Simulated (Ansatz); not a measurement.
Consider the isomerisation: `CC1(F)OC1=[Se]` → `F/C([SeH])=C1/CO1`.

Calculated with Ansatz (gas phase, PBE0-D4/def2-TZVP geometries, no zero-point term in ΔE). CCSD(T)/CBS is the MP2 limit (def2-TZVPP, def2-QZVPP) plus CCSD(T) − MP2 in def2-TZVPP, frozen cores. For Se outer-core shells are correlated without core-valence functions, which leaves a few kJ/mol of doubt a bond. Scalar relativity is left out up to krypton. Each species was taken in one conformer, which may not be the lowest.

```csv
species,MP2/def2-QZVPP energy (Eh)
`CC1(F)OC1=[Se]`,-2691.20926
`F/C([SeH])=C1/CO1`,-2691.16214
```

(1) Work out ΔE.

Largest T1 diagnostic among the species: 0.015.

Answers

(1) ΔE = (-2691.16214) − (-2691.20926) = 0.04712 Eh = +123.7 kJ/mol. CCSD(T)/CBS gives +113.1 kJ/mol.

In def2-TZVPP, CCSD(T) changes the Hartree–Fock value by +11.7 kJ/mol (the triples alone add +6.1 kJ/mol) and MP2 by +23.2 kJ/mol.
